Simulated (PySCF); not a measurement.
# A small calculation by hand: entropy of an ideal gas

GeOF2, SMILES [F][Ge]([F])=[O].

The structure is a stationary point at B3LYP-D3(BJ)/def2-SVP.

B3LYP-D3(BJ)/def2-SVP (PySCF) gives the harmonic wavenumbers 212, 228, 256, 720, 752, 1003 cm⁻¹ and the rotational temperatures 0.3611, 0.2835, 0.1588 K. The molar mass is 126.63 g/mol, the symmetry number 2, the spin multiplicity 1.

Q: Work out the entropy at 298.15 K and 1 atm in the rigid-rotor, harmonic-oscillator model.

A: 
Translation (Sackur–Tetrode at 1 atm): S = R[1.5 ln M + 2.5 ln T − 1.16487] = 169.1 J/(mol K).
Rotation: q = (√π/σ) T^1.5/√(θA θB θC) = 35800, S = R[ln q + 3/2] = 99.7 J/(mol K).
Vibration: with u = 1.4388 ν/T, each mode gives R[u/(e^u − 1) − ln(1 − e^−u)]:
| ν (cm⁻¹) | modes | u | S (J/(mol K)) |
|---|---|---|---|
| 212 | 1 | 1.02 | 8.48 |
| 228 | 1 | 1.10 | 7.93 |
| 256 | 1 | 1.24 | 7.07 |
| 720 | 1 | 3.47 | 1.19 |
| 752 | 1 | 3.63 | 1.05 |
| 1003 | 1 | 4.84 | 0.39 |
These are all the modes. Sum 26.1 J/(mol K).
Spin: R ln 1 = 0.0 J/(mol K).
Total 294.9 J/(mol K); the program's own thermochemistry gives 294.9. Translation makes up 57 % and vibration 9 %. Anharmonicity, hindered rotation and orbital degeneracy are left out.
